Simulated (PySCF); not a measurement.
# Correlation energy of O⁵⁺ (oxygen, charge +5)

[He] 2s1, 2S determinant. Computed with PySCF 2.14 in an uncontracted even-tempered set (18 s from 0.3 bohr⁻², ratio 2.2; 9 p from 0.53 bohr⁻², ratio 2.4; 6 d from 1.6 bohr⁻², ratio 2.4; 5 f from 2.4 bohr⁻², ratio 2.4; 5 g from 3.6 bohr⁻², ratio 2.4), with no relativity, point nucleus. Frozen: nothing; 3 electrons correlated; the 11 highest virtual orbitals of each spin left out.

MP2 pair energies summed by pair of shells (mhartree):

```
 pair  energy  share (%)
1s-1s  -41.64       86.9
1s-2s   -6.30       13.1
```

Total MP2 correlation energy: -47.95 mhartree.

Same-spin part -1.53 and opposite-spin part -46.42 mhartree; SCS-MP2 scales them by 1/3 and 6/5 to -56.21 mhartree.
